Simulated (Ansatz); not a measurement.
AlFH$_{3}$NS, SMILES `[NH2][Al]([F])[SH]`, relaxed with RKS PBE-D4/def2-SVP in Ansatz 0.2.0 from a rough embedded geometry. The force threshold is 0.03 eV/Å; the program also tests the step.

The species carries charge 0 and has multiplicity 1.

Start:

```xyz
7

N    -0.554   -1.424    0.043
Al    0.026    0.226    0.654
F    -0.859    1.012    1.969
S     1.799    1.292   -0.235
H    -1.506   -1.308   -0.415
H     0.054   -1.715   -0.815
H     1.039    1.916   -1.201
```

Problem. How much energy does the relaxation release, and in how many steps? (An estimate is asked.)

Solution. Ansatz gave: 61.51 kJ/mol, in 13 steps, 2 of them rejected.

Problem. Which bonds change most? (An estimate is asked.)

Solution. The calculation gave: Al2–F3 from 1.769 to 1.679 Å; N1–Al2 from 1.852 to 1.769 Å; N1–H6 from 1.091 to 1.022 Å; Al2–S4 from 2.252 to 2.191 Å.

Problem. Give the relaxed structure. (An estimate is asked.)

Solution. Ansatz gave: 
```xyz
7

N    -0.594   -1.344   -0.147
Al   -0.079    0.309    0.215
F    -0.930    1.217    1.343
S     1.654    1.212   -0.776
H    -1.388   -1.817    0.290
H    -0.141   -1.962   -0.823
H     1.480    2.384   -0.101
```
